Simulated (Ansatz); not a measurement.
**Which isomer of CH8N2Si gives these data?**

These gas-phase data were calculated for one isomer of CH8N2Si at B3LYP/def2-SVP (harmonic, unscaled wavenumbers; equilibrium rotational constants with average atomic masses):

| Quantity | Value |
| --- | --- |
| rotational constants | 9.298, 3.659, 2.985 GHz |
| all wavenumbers above 1500 cm⁻¹ | 3642, 3554, 3545, 3472, 3059, 3005, 2207, 2148, 1642, 1551 |

Candidates:

(1) `NC[SiH2]N`, a singlet
(2) `C[SiH](N)N`, a singlet

Question: Which candidate do the data belong to?

Answer: Candidate (1). 2 modes lie between 2000 and 2380 cm⁻¹, one for each Si–H bond, while (2) has 1.

The same quantities for all candidates:

```tsv
	rotational constants (GHz)	wavenumbers above 1500 cm⁻¹	E above the lowest, B3LYP/def2-SVP (kcal/mol)
(1)	9.298, 3.659, 2.985	3642, 3554, 3545, 3472, 3059, 3005, 2207, 2148, 1642, 1551	32.9
(2)	6.275, 5.359, 3.369	3670, 3659, 3572, 3565, 3115, 3104, 3020, 2161, 1540, 1534	0.0
```

Harmonic stretches to hydrogen usually lie a few per cent above observed fundamentals. Each candidate is one conformer. Programs: Ansatz 0.2.0.
